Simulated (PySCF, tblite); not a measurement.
Isomers of C6H9NOSi. Computed with GFN2-xTB (tblite): harmonic, unscaled wavenumbers at the GFN2-xTB geometry, gas phase. Against measured fundamentals such values can be off by several per cent, at times by over 20. Modes of hydrogen on silicon can be 10 to 20 % off. One conformer each.

Electronic energies: PBE0/pcSseg-1 single points on the GFN2-xTB geometries (PySCF, gas phase).

| SMILES | electronic energy, lowest = 0 (kcal/mol) |
| --- | --- |
| [SiH3]C/C=N/c1ccco1 | 50.8 |
| C[Si]1(C)CC(C#N)=CO1 | 0.0 |
| [H]/N=C/c1ccc([SiH2]C)o1 | 40.6 |
| COC1=C[C@H](C#N)[SiH2]C1 | 49.3 |
| C=C1CO[C@@H](C#N)C[SiH2]1 | 59.5 |
| N#C[C@@H]1C[SiH2][C@]12C[C@H]2O | 70.4 |

Problem. How do GFN2-xTB zero-point energies change the relative energies?

Solution. 
| SMILES | ZPE (kcal/mol) | of it from modes above 1550 cm⁻¹ | electronic (kcal/mol) | with ZPE, lowest = 0 (kcal/mol) | lowest mode (cm⁻¹) | rings |
| --- | --- | --- | --- | --- | --- | --- |
| C[Si]1(C)CC(C#N)=CO1 | 85.4 | 44.8 | 0.0 | 0.0 | 49 | 1 |
| [H]/N=C/c1ccc([SiH2]C)o1 | 82.8 | 39.8 | 40.6 | 38.1 | 15 | 1 |
| COC1=C[C@H](C#N)[SiH2]C1 | 83.2 | 42.2 | 49.3 | 47.1 | 29 | 1 |
| [SiH3]C/C=N/c1ccco1 | 81.6 | 40.7 | 50.8 | 47.0 | 34 | 1 |
| C=C1CO[C@@H](C#N)C[SiH2]1 | 83.5 | 42.1 | 59.5 | 57.6 | 54 | 1 |
| N#C[C@@H]1C[SiH2][C@]12C[C@H]2O | 83.2 | 40.9 | 70.4 | 68.2 | 39 | 2 |

The zero-point energies span 3.8 kcal/mol, from `[SiH3]C/C=N/c1ccco1` to `C[Si]1(C)CC(C#N)=CO1`. The lowest isomer stays, but the order above it changes.

Problem. And how do the electronic energies of GFN2-xTB itself compare?

Solution. `C[Si]1(C)CC(C#N)=CO1` 0.0; `[H]/N=C/c1ccc([SiH2]C)o1` 15.2; `COC1=C[C@H](C#N)[SiH2]C1` 24.5; `[SiH3]C/C=N/c1ccco1` 1.2; `C=C1CO[C@@H](C#N)C[SiH2]1` 37.3; `N#C[C@@H]1C[SiH2][C@]12C[C@H]2O` 40.5 kcal/mol, lowest = 0. Against the energies above, taken from the same isomer `C[Si]1(C)CC(C#N)=CO1`, the largest difference is 49.6 kcal/mol.

Problem. What do entropy and thermal enthalpy add at 298.15 K and 1 bar (rigid rotor, harmonic oscillator, one conformer each)?

Solution. 
| SMILES | point group | symmetry number | S (cal/(mol K)) | H − H(0) (kcal/mol) | ZPE + H − H(0) − TS (kcal/mol) |
| --- | --- | --- | --- | --- | --- |
| C[Si]1(C)CC(C#N)=CO1 | Cs | 1 | 103.7 | 7.56 | 62.0 |
| COC1=C[C@H](C#N)[SiH2]C1 | C1 | 1 | 99.7 | 6.98 | 60.4 |
| [SiH3]C/C=N/c1ccco1 | C1 | 1 | 99.8 | 6.82 | 58.6 |
| C=C1CO[C@@H](C#N)C[SiH2]1 | C1 | 1 | 95.6 | 6.66 | 61.6 |
| N#C[C@@H]1C[SiH2][C@]12C[C@H]2O | C1 | 1 | 98.0 | 6.91 | 60.9 |

Not tabulated: `[H]/N=C/c1ccc([SiH2]C)o1` (lowest mode only 15 cm⁻¹).
